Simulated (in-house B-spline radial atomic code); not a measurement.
A fraction x of an electron is moved 3p → 3d in Mn²⁺, starting from [Ar] 3d5 and keeping the highest spin. Computed with a radial B-spline atomic code at the basis-set limit: scalar-relativistic (X2C) r2SCAN0, spin-polarised, spherical fractional occupations, Fermi nucleus of rms radius 3.7057 fm.

Caution: exact exchange at fractional occupations of open shells leaves self-interaction of up to several eV.

| x | E(x) - E(0) (eV) | 3p down level (eV) | 3d down level (eV) |
| --- | --- | --- | --- |
| 0 | 0.0000 | -71.978 | - |
| 0.125 | 6.8417 | -71.904 | -17.393 |
| 0.25 | 13.6310 | -71.830 | -17.706 |
| 0.375 | 20.3738 | -71.755 | -17.991 |
| 0.5 | ? | ? | ? |
| 0.625 | ? | ? | ? |
| 0.75 | 40.3398 | -71.507 | -18.779 |
| 0.875 | 46.9096 | -71.417 | -19.029 |
| 1 | 53.4368 | -71.322 | -19.274 |

What belongs in the row x = 0.5?

An energy change of 27.0723 eV; 3p down at -71.676 eV, 3d down at -18.262 eV.

What belongs in the row x = 0.625?

An energy change of 33.7275 eV; 3p down at -71.594 eV, 3d down at -18.524 eV.

Check Janak's theorem between x = 0.125 and 0.25.

The slope of the energy is 54.31 eV; the orbital levels give 54.32 eV (ε of the receiving orbital less ε of the emptying one, averaged over the two points).
